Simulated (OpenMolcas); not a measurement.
Co2+: ligand-field states by method

Co2+ with its 6 nearest chloride ions at 2.545 Å, on the Y site of Cs2NaYCl6 (a = 10.7396 Å, distance in the model lattice 2.619 Å). The rest of the host is ab initio model potentials to 7.6 Å, with orthogonalisation functions on the cations behind the ligands, and point charges beyond; the distance is set by hand and nothing relaxes, and no local charge compensation is placed. Ligand basis ANO-RCC-VDZP.

```
Program             : OpenMolcas 26.06
Basis               : ANO-RCC-VTZP [6s5p3d2f1g]
Scalar Hamiltonian  : DKH2, point nucleus
Active space        : 7 electrons in 5 orbitals (3d)
State averaging     : 2S+1 = 4 even, 10 roots; 2S+1 = 2 even, 40 roots
Spin-orbit coupling : state interaction with AMFI integrals over the reference wave functions
```

I. CASSCF
II. SS-CASPT2, IPEA 0.25 Eh, imaginary shift 0.1 Eh (closed shells correlated: 3s 3p and the ligand valence shells)
III. SS-CASPT2, IPEA 0.25 Eh, imaginary shift 0.2 Eh (closed shells correlated: 3s 3p and the ligand valence shells)

Spin-free states (labels of O, the rotations of Oh) in cm-1, each column counted from its own energy of the first state listed:

```csv
State,Degeneracy,I,II,III
4T1,3,0,0,0
4T2,3,3200,4930,4910
4A2,1,7067,10040,10020
2E,2,17245,13270,13370
2T2,3,19224,15560,15560
2T1,3,19547,15810,15870
4T1,3,20566,17660,17700
2A1,1,21348,18550,18580
2T1,3,24712,18940,18950
2T2,3,26018,21870,21940
2T1,3,26216,23450,23460
2E,2,27549,25340,25340
2T1,3,29419,27570,27570
2E,2,29541,26230,26240
2T2,3,30029,26710,26720
2T2,3,44112,35980,36130
2T1,3,44144,36520,36740
2A2,1,44985,37520,37670
2T2,3,67995,55710,56610
2E,2,68482,57470,57770
```

From I to II, I's first state of the same spin (4T2) moves from 3200 to 4930 cm-1, by about +1700 cm-1.

From I to II, I's first state of another spin (2E) moves from 17245 to 13270 cm-1, by about -4000 cm-1.

I: A least-squares ligand-field fit to the states below 45000 cm-1, each weighted by its degeneracy and with a free common offset, gives 10Dq = 3862 cm-1, B = 1187 cm-1 and C = 4417 cm-1 (C/B = 3.72), with an rms deviation of 62 cm-1. The same method and metal basis give the free ion B = 1229 cm-1 (fit to its terms below 60000 cm-1, rms deviation 20 cm-1), so the nephelauxetic ratio is β = 1187 / 1229 = 0.97; it hangs on how both fits weigh the states, and computed free-ion B values tend to be too large, so β mixes covalency with correlation.

χT at 300 K: I 3.89, II 3.71, III 3.71 cm3 K/mol.

Roots that are degenerate in the reference are averaged as groups; the widest CASPT2 spread within a group is 140 cm-1 (the 3-fold group of multiplicity 2 near 55700 cm-1 above the lowest state of its run, II). Shifts and gaps below about the spread of the groups concerned are not significant. Over all roots computed the reference weight is 0.66 to 0.68 in II, 0.67 to 0.68 in III; a low but even weight reflects the number of correlated electrons. An orbital triplet at a regular site is open to Jahn-Teller coupling, which can distort the site and quench the lowest spin-orbit gaps and is left out. Ligand-to-metal charge-transfer states are missing. Without dynamic correlation the repulsion within the d shell is too large (B by tens of per cent), so at a given field states of lower spin stand too high (holds for I). With no ligand orbital active B as a rule stays too high, so bands that hang on it stand too high and its fall with covalency is understated (holds for I). With metal d orbitals alone and no dynamic correlation the field as a rule comes out too small, by tens of per cent, by up to half for chloride and softer ligands, and with too little covalency χT stands high (holds for I). A single d shell leaves out the double-shell effect, which counts most for late 3d ions, where the CASPT2 field can be off either way by tens of per cent (holds for II; III). These CASPT2 states fit no ligand-field parameters well, so their order and spin gaps are uncertain (holds for II; III). For late 3d ions with one d shell CASPT2 can put B and the spin-flip bands somewhat low as well as high (holds for II; III). With one d shell and no ligand orbital active, 10Dq can be off by tens of per cent for divalent 3d ions, low with halides held by bare charges and at times high in hosts (holds for II; III). Free-ion shares, where given, are those of the reference states; single-state CASPT2 does not remix them (holds for II; III). No measured value stands beside these numbers; the geometry was set by hand and not optimised.
